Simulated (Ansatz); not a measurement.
CH6AlSSb (`[CH3][SbH][S][AlH2]`). Charge 0, multiplicity 1. Sb: def2 effective core potential.

Cartesian coordinates in Å:
```
C -0.294 -0.104 -2.011
Sb 0.616 1.059 -0.442
S 0.906 -0.816 1.093
Al -0.388 -0.176 2.714
H -1.337 -0.285 -1.753
H -0.246 0.458 -2.945
H 0.229 -1.052 -2.121
H 2.192 0.860 -1.087
H -0.491 -1.129 3.971
H -1.187 1.186 2.582
```

Q: List the harmonic frequencies (cm⁻¹, unscaled) at PBE0-D4/def2-TZVP in Ansatz. (Best estimate.)

A: The calculation gave: 15, 105, 127, 147, 185, 331, 487, 500, 520, 571, 580, 624, 763, 775, 849, 1230, 1445, 1451, 1926, 1938, 1948, 3065, 3161, 3181.
